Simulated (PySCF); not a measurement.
H7BSi2 (SMILES [SiH3]B[SiH3]), singlet, at a GFN2-xTB geometry; BLYP/6-31G, TDDFT run with PySCF.

PySCF was given this input:
```python
from pyscf import gto, scf, dft, tdscf

mol = gto.M(
    atom='''
B    -0.538819   -0.423762   -0.399222
H    -1.299152   -1.069482   -1.022291
Si   -0.509893    1.518936   -0.681932
H     0.698139    1.932856   -1.418224
H    -0.499575    2.296063    0.568924
H    -1.631204    2.079566   -1.454912
Si    0.673406   -1.380557    0.813951
H     1.377159   -0.551879    1.805482
H     1.738262   -2.068797    0.061457
H     0.021283   -2.436819    1.607403
''',
    basis='6-31g',
    charge=0,
    spin=0,
    verbose=4,
)

mf = dft.RKS(mol)
mf.xc = 'blyp'
mf.kernel()
td = mf.TDDFT()
td.nstates = 10
td.kernel()
td.analyze()
```

It wrote (shortened):

```
PySCF version 2.14.0

[INPUT] verbose = 4
[INPUT] num. atoms = 10
[INPUT] num. electrons = 40
[INPUT] charge = 0
[INPUT] spin (= nelec alpha-beta = 2S) = 0
[INPUT] symmetry False subgroup None
[INPUT] Mole.unit = angstrom
[INPUT] Symbol           X                Y                Z      unit          X                Y                Z       unit  Magmom
[...]
nuclear repulsion = 124.891086553679
number of shells = 33
number of NR pGTOs = 142
number of NR cGTOs = 49
basis = 6-31g
ecp = {}

******** <class 'pyscf.dft.rks.RKS'> ********
method = RKS
initial guess = minao
damping factor = 0
level_shift factor = 0
DIIS = <class 'pyscf.scf.diis.CDIIS'>
diis_start_cycle = 1
diis_space = 8
diis_damp = 0
SCF conv_tol = 1e-09
SCF conv_tol_grad = None
SCF max_cycles = 50
direct_scf = True
direct_scf_tol = 1e-13
XC library pyscf.dft.libxc version 7.1.2
    S. Lehtola, C. Steigemann, M. J. T. Oliveira, and M. A. L. Marques,  SoftwareX 7, 1–5 (2018)
XC functionals = blyp
    A. D. Becke,  Phys. Rev. A 38, 3098 (1988)
    C. Lee, W. Yang, and R. G. Parr,  Phys. Rev. B 37, 785 (1988)
    B. Miehlich, A. Savin, H. Stoll, and H. Preuss,  Chem. Phys. Lett. 157, 200 (1989)
radial grids:
    Treutler-Ahlrichs [JCP 102, 346 (1995); DOI:10.1063/1.469408] (M4) radial grids

becke partition: Becke, JCP 88, 2547 (1988); DOI:10.1063/1.454033
pruning grids: <function nwchem_prune>
grids dens level: 3
symmetrized grids: False
atomic radii adjust function: <function treutler_atomic_radii_adjust>
small_rho_cutoff = 0
Set gradient conv threshold to 3.16228e-05
Initial guess from minao.
tot grids = 121064
init E= -607.690311506978
[...]
cycle= 1 E= -607.826050111814  delta_E= -0.136  |g|= 0.171  |ddm|= 2.59
[...]
cycle= 2 E= -607.830665020389  delta_E= -0.00461  |g|= 0.133  |ddm|= 0.422
[...]
cycle= 3 E= -607.83676058363  delta_E= -0.0061  |g|= 0.0468  |ddm|= 0.249
[...]
cycle= 4 E= -607.837725073402  delta_E= -0.000964  |g|= 0.00578  |ddm|= 0.0847
[...]
cycle= 5 E= -607.837741420623  delta_E= -1.63e-05  |g|= 0.00114  |ddm|= 0.0128
[...]
cycle= 6 E= -607.837741971466  delta_E= -5.51e-07  |g|= 0.000141  |ddm|= 0.00233
[...]
cycle= 7 E= -607.837741981391  delta_E= -9.93e-09  |g|= 3.13e-05  |ddm|= 0.00043
[...]
cycle= 8 E= -607.837741981926  delta_E= -5.35e-10  |g|= 6.29e-06  |ddm|= 9.39e-05
[...]
Extra cycle  E= -607.837741981934  delta_E= -7.05e-12  |g|= 5.63e-06  |ddm|= 2.59e-05
converged SCF energy = -607.837741981934

[...]
Excited State   1:      3.70008 eV    335.08 nm  f=0.0010
Excited State   2:      4.20005 eV    295.20 nm  f=0.0035
Excited State   3:      4.83792 eV    256.28 nm  f=0.0054
Excited State   4:      5.30631 eV    233.65 nm  f=0.1338
Excited State   5:      5.50192 eV    225.35 nm  f=0.0015
Excited State   6:      5.67150 eV    218.61 nm  f=0.0320
Excited State   7:      8.15901 eV    151.96 nm  f=0.3513
Excited State   8:      8.23207 eV    150.61 nm  f=0.0677
[...]
      20 -> 25       -0.14060
Excited State   9:      8.34723 eV    148.53 nm  f=0.0084
      19 -> 22       -0.13378
      20 -> 23       -0.67698
Excited State  10:      8.46427 eV    146.48 nm  f=0.0076
      14 -> 21       -0.35330
      19 -> 22       -0.41248
      20 -> 23        0.14143
      20 -> 24       -0.36712
      20 -> 25       -0.14443

** Transition electric dipole moments (AU) **
state          X           Y           Z        Dip. S.      Osc.
  1        -0.0347     -0.0434      0.0903      0.0112      0.0010
  2         0.0242     -0.0919     -0.1589      0.0343      0.0035
  3         0.1254     -0.0120     -0.1727      0.0457      0.0054
  4         0.2295     -0.9346      0.3205      1.0290      0.1338
  5        -0.0895     -0.0021      0.0575      0.0113      0.0015
  6         0.4401      0.1877      0.0387      0.2304      0.0320
  7        -0.5012      1.0978     -0.5486      1.7572      0.3513
  8         0.0243      0.4598     -0.3520      0.3358      0.0677
  9        -0.0723      0.1633     -0.0949      0.0409      0.0084
 10         0.0253     -0.0689     -0.1762      0.0364      0.0076

** Transition velocity dipole moments (imaginary part, AU) **
state          X           Y           Z        Dip. S.      Osc.
  1        -0.0053     -0.0053      0.0130      0.0002      0.0011
  2        -0.0005     -0.0126     -0.0204      0.0006      0.0025
  3         0.0241     -0.0007     -0.0340      0.0017      0.0065
  4         0.0313     -0.1570      0.0469      0.0278      0.0951
  5        -0.0164     -0.0054      0.0042      0.0003      0.0010
  6         0.0843      0.0265      0.0036      0.0078      0.0250
  7        -0.1476      0.3189     -0.1604      0.1492      0.3317
  8         0.0157      0.1349     -0.1083      0.0302      0.0665
  9        -0.0309      0.0613     -0.0385      0.0062      0.0135
 10         0.0018     -0.0383     -0.0700      0.0064      0.0136

** Transition magnetic dipole moments (imaginary part, AU) **
state          X           Y           Z
  1         0.6906      0.6463      0.6033
  2         0.3536     -0.5823      0.4339
  3         0.3426      0.1966      0.1304
  4         0.0430     -0.1104     -0.2912
  5        -0.2101      0.6547     -0.2343
  6        -0.0221     -0.1236      0.1422
  7        -0.5726      0.0155      0.9038
  8        -0.4468      0.4747      0.2706
  9        -0.3083      0.1352      0.1675
 10        -0.0136      0.4734     -0.4000
```
